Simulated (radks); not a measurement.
Results of a calculation; reference values are marked as such.
Question: Species: the arsenic ion As4+. Configuration: [Ar] 3d10 4s1. Code: a radial shooting solver on a logarithmic mesh with Libxc functionals. Model: Dirac Kohn-Sham, BLYP, spin-unpolarised, spherical densities, point nucleus. Some entries of the table are withheld. Estimate them.

| orbital | occ. | eigenvalue (Ry) | <r> (bohr) | r(max) (bohr) |
|---|---|---|---|---|
| 1s1/2 | 2 | (1) | 0.04549 | 0.02973 |
| 2s1/2 | 2 | -112.9681 | 0.2025 | 0.1701 |
| 2p1/2 | 2 | -101.3538 | 0.1746 | (2) |
| 2p3/2 | 4 | -98.66309 | 0.1783 | (3) |
| 3s1/2 | 2 | -17.65408 | 0.5977 | 0.5216 |
| 3p1/2 | 2 | -13.74919 | 0.6088 | 0.5149 |
| 3p3/2 | 4 | -13.37819 | 0.6193 | 0.5234 |
| 3d3/2 | 4 | -6.68356 | 0.6648 | 0.4738 |
| 3d5/2 | 6 | -6.62906 | 0.6691 | 0.4765 |
| 4s1/2 | 1 | -4.20665 | 1.677 | 1.494 |

Answer: 
(1) 1s1/2 eigenvalue (Ry): -865.1065
(2) 2p1/2 r(max) (bohr): 0.1341
(3) 2p3/2 r(max) (bohr): 0.1372
